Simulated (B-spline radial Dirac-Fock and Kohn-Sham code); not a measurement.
Tb⁺ in Watson spheres of different radius

These are calculated numbers from an atomic code on a B-spline grid; the model is Dirac-Fock (average of configuration) total-energy differences with a finite nucleus, the Breit interaction including its frequency dependence, and self-energy and vacuum-polarisation corrections. The ion, [Xe] 4f9 6s1, sits in a hollow sphere of charge Q = -1, a simple model of the Madelung potential. Inside the sphere an electron's potential energy is raised by the constant 14.40·|Q|/R eV, so binding energies fall by about that much as long as the orbitals stay inside.

```tsv
radius (Å)	14.40 |Q|/R (eV)	1s (eV)	2s (eV)	2p1/2 (eV)	2p3/2 (eV)	3s (eV)	3p1/2 (eV)	3p3/2 (eV)	3d3/2 (eV)	3d5/2 (eV)	4s (eV)	4p1/2 (eV)	4p3/2 (eV)	4d3/2 (eV)	4d5/2 (eV)	4f (eV)	5p1/2 (eV)	5p3/2 (eV)	6s (eV)
1.6	9.00	51995.6	8714.8	8253.7	7515.7	1968.1	1768.8	1614.0	1275.0	1242.1	406.4	327.2	293.1	161.9	155.7	4.67	30.68	26.29	4.13
1.8	8.00	51996.3	8715.5	8254.4	7516.5	1968.9	1769.6	1614.8	1275.8	1242.9	407.2	328.0	293.8	162.6	156.5	5.42	31.45	27.06	4.28
```

From the smallest to the largest radius 1s moves by +0.7 eV, while the constant potential alone would give +1.0 eV; the difference comes from charge outside the sphere and its screening.
